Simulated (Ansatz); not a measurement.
A barrier at the coupled-cluster level

Start structure (ZnH₄SeO, singlet), relaxed at PBE0-D4/def2-TZVP:

Zn1  (0.302, -0.519, 1.067)
H2  (0.371, -0.133, 2.545)
O3  (0.482, -1.289, -0.565)
H4  (-0.237, 2.310, -0.566)
Se5  (-1.305, 1.308, -0.459)
H6  (1.014, -2.084, -0.612)
H7  (-0.629, 0.407, -1.410)
(Å)

The step: ZnH₂O ([OH][ZnH]) + H₂Se → ZnH₂SeO ([OH][Zn][SeH]) + H₂; bonds formed: H2–H4; dative contacts that become bonds: Zn1–Se5; bonds broken: Zn1–H2, H4–Se5. Program: Ansatz 0.2.0. Basis: def2-TZVPP and def2-QZVPP. Cores are frozen in the correlated methods. The 3s and 3p shells of Cu and Zn are frozen; filled d shells are correlated. The def2 sets are not built for correlating such inner shells, so the correlated values are less sure here. Extrapolation: Hartree–Fock as exp(−7.88 √X), correlation as X^−2.97. Energies below are by CCSD(T) at an estimated basis limit (MP2 extrapolated from triple and quadruple zeta, plus CCSD(T) − MP2 in triple zeta).

(1) What are the electronic barrier and the energy of the step, from the start structure to the end structure? (An estimate is asked for; the value comes from the calculation.)

The T1 diagnostic stays at or below 0.015.

Results:

(1) Computed: Barrier 23.60 kcal/mol; step energy -15.17 kcal/mol (downhill); reverse barrier, their difference, 38.76 kcal/mol. Barrier and step energy count from the start structure, the reverse barrier from the end structure.

The saddle point: One imaginary mode of 1087i cm⁻¹.
| pair | start (Å) | saddle (Å) | end (Å) |
| --- | --- | --- | --- |
| Zn1–Se5 | 2.87 | 2.58 | 2.27 |
| H2–H4 | 4.00 | 1.14 | 0.75 |
| Zn1–H2 | 1.53 | 1.69 | 3.35 |
| H4–Se5 | 1.47 | 1.77 | 3.56 |

Zero-point energy (harmonic, PBE0-D4): ZPE is 21.92 kcal/mol at the start and 20.39 kcal/mol at the saddle, so the barrier goes from 23.60 to 22.07 kcal/mol.

First-order rate constant out of the start structure at 298 K by transition-state theory, with harmonic vibrational free energies alone and no tunnelling: ΔA‡ = 22.79 kcal/mol, so k = (kB T/h) exp(−ΔA‡/kB T) ≈ 10^-4 s⁻¹ (an order of magnitude at best: rotation, the number of equivalent paths and anharmonicity are left out).

Exchanges of this kind with a chalcogen hydride build sulfide and selenide films.

Labels in which every atom is bracketed show which atoms are joined, not bond orders.

For scale, one of the runs: CCSD(T)/def2-TZVPP, 199 basis functions, launched by `ansatz run in.yaml --threads 4 --pin off --events-out ev --progress --plain --max-ram 9574MiB`. The run took 99 s on 4 CPU threads of an Arm Neoverse V1 (shared host), with 2.5 GiB of host memory at its peak.
